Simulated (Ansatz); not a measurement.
`B/C=C(/O)OC` and `B/C=C(\O)CN` differ in one atom or group (the configuration at the double bond changes too).

Ansatz, PBE0-D4/def2-TZVP geometries, multiplicity 1. Each molecule was computed in one conformer, which needn't be the lowest.

```csv
property,`B/C=C(/O)OC`
HOMO–LUMO gap (PBE/def2-TZVPP) / eV,3.83
HOMO–LUMO gap (B3LYP/def2-TZVPP) / eV,5.38
HOMO energy (B3LYP/def2-TZVPP) / eV,-6.61
size of the dipole moment (PBE/def2-TZVPP) / D,5.43
LUMO energy (PBE0/def2-TZVPP) / eV,-1.01
HOMO–LUMO gap (PBE0/def2-TZVPP) / eV,5.81
```

Question: Give the same properties after the change, and the shifts. (An estimate is asked.)

Answer: Computed: 
| property | `B/C=C(\O)CN` | shift |
| --- | --- | --- |
| HOMO–LUMO gap (PBE/def2-TZVPP) / eV | 3.52 | -0.31 |
| HOMO–LUMO gap (B3LYP/def2-TZVPP) / eV | 5.19 | -0.19 |
| HOMO energy (B3LYP/def2-TZVPP) / eV | -6.95 | -0.34 |
| size of the dipole moment (PBE/def2-TZVPP) / D | 3.47 | -1.96 |
| LUMO energy (PBE0/def2-TZVPP) / eV | -1.55 | -0.54 |
| HOMO–LUMO gap (PBE0/def2-TZVPP) / eV | 5.61 | -0.20 |

With PBE0 the HOMO falls by 0.34 eV and the LUMO falls by 0.54 eV, so the gap narrows by about 0.20 eV. PBE moves the HOMO by -0.22 eV and ωB97M-V by -0.38 eV. Dipoles are sizes alone; their direction can turn.

B3LYP here is the variant with VWN-RPA as its local correlation; programs differ in this.
